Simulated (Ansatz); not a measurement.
Mulliken charges of FGeH3S3 (`[F][Ge]([SH])([SH])[SH]`) from r2SCAN/def2-TZVPP in Ansatz (PBE0-D4/def2-TZVP geometry).

| atom | x (Å) | y (Å) | z (Å) | charge (e) |
| --- | --- | --- | --- | --- |
| F1 | -1.659 | 0.465 | 1.093 | -0.362 |
| Ge2 | -0.188 | 0.216 | 0.206 | 0.818 |
| S3 | 1.495 | 0.205 | 1.620 | -0.278 |
| S4 | 0.188 | 1.893 | -1.164 | -0.276 |
| S5 | -0.632 | -1.698 | -0.792 | -0.280 |
| H6 | 0.919 | -0.742 | 2.381 | 0.126 |
| H7 | -0.638 | 1.386 | -2.095 | 0.127 |
| H8 | 0.608 | -1.783 | -1.305 | 0.125 |

Task: By hand: the dipole of these point charges (1 e Å = 4.8032 D).

Result: Σ q r = (0.267, -0.236, -0.264) e Å, of length 0.443 e Å = 2.13 D.

Task: How does the dipole of the full density compare? (Estimate.)

Result: Ansatz gave: (0.239, -0.222, -0.231) e Å, 1.92 D; the point charges give 1.11 times that, at 2° from its direction.

Point charges leave out the atoms' own dipoles, such as those of lone pairs, and Mulliken's split depends on the basis, so the close match here is no proof of good charges.
